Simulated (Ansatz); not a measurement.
`C=C[SiH](Cl)Br` and `C=C[SiH](N)Cl` differ in one atom or group.

Ansatz, PBE0-D4/def2-TZVP geometries, multiplicity 1. Each molecule was computed in one conformer, which needn't be the lowest.

Scalar relativity is left out up to krypton. Spin–orbit coupling is left out; it splits and shifts lone-pair levels of the heavy atoms by tenths of an eV.

```csv
property,`C=C[SiH](Cl)Br`
HOMO energy (B3LYP/def2-TZVPP) / eV,-8.09
HOMO–LUMO gap (ωB97M-V/def2-TZVPP) / eV,11.53
size of the dipole moment (PBE/def2-TZVPP) / D,2.11
HOMO–LUMO gap (PBE/def2-TZVPP) / eV,5.04
"ideal-gas entropy at 298 K and 1 bar (rigid rotor, harmonic PBE0-D4/def2-TZVP) / J/(mol·K)",364
HOMO–LUMO gap (PBE0/def2-TZVPP) / eV,7.23
```

(1) Give the same properties after the change, and the shifts. (Estimate.)

Answers

(1) The calculation gave: 
```
                                                                                  property  `C=C[SiH](N)Cl`  shift
                                                       HOMO energy (B3LYP/def2-TZVPP) / eV            -7.61   0.48
                                                   HOMO–LUMO gap (ωB97M-V/def2-TZVPP) / eV            11.53   0.00
                                            size of the dipole moment (PBE/def2-TZVPP) / D             1.86  -0.25
                                                       HOMO–LUMO gap (PBE/def2-TZVPP) / eV             4.74  -0.30
ideal-gas entropy at 298 K and 1 bar (rigid rotor, harmonic PBE0-D4/def2-TZVP) / J/(mol·K)              349    -15
                                                      HOMO–LUMO gap (PBE0/def2-TZVPP) / eV             7.15  -0.08
```

With PBE0 the HOMO rises by 0.49 eV and the LUMO rises by 0.42 eV, so the gap narrows by about 0.07 eV. PBE moves the HOMO by 0.70 eV and ωB97M-V by 0.35 eV. The zero-point energy changes by 66.3 kJ/mol with +6 modes. Dipoles are sizes alone; their direction can turn.

B3LYP here is the variant with VWN-RPA as its local correlation; programs differ in this.
